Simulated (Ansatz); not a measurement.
C$_{2}$H$_{2}$F$_{2}$OTi (`C#[C][Ti]([OH])([F])[F]`), charge 0, multiplicity 1.

Q: Give a relaxed structure at PBE0-D4/def2-TZVP (Ansatz 0.2.0). (Best estimate.)

A: Computed: 
```xyz
8

C     0.5377   -2.2778   -0.3100
C     0.4036   -1.0863   -0.1226
Ti    0.2165    0.8995    0.2062
O    -1.3439    1.3923   -0.4460
F     1.5080    1.7458   -0.6140
F     0.2756    1.1616    1.9324
H     0.6592   -3.3251   -0.4748
H    -2.2567    1.4901   -0.1713
```
